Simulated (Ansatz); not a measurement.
A structure relaxed at PBE0-D4/def2-SVP in Ansatz, charge 0, singlet:

```xyz
5

Ga    0.213   -0.051   -0.332
Cl    1.762    0.783   -1.513
Cl   -0.744   -1.857   -0.935
O    -0.261    0.782    1.149
H    -0.971    0.343    1.631
```

(1) Give its formula, name or SMILES and point group.

(2) Summarise the bond lengths by kind (pairs closer than 1.2 times the sum of covalent radii, bridged metal pairs left out).

Answers

(1) GaCl2(OH) (GaCl₂OH). Point group Cs (tolerance 0.1 Å).

(2) 2 × Cl–Ga 2.12 to 2.13 Å; 1 × Ga–O 1.76 Å; 1 × H–O 0.96 Å.
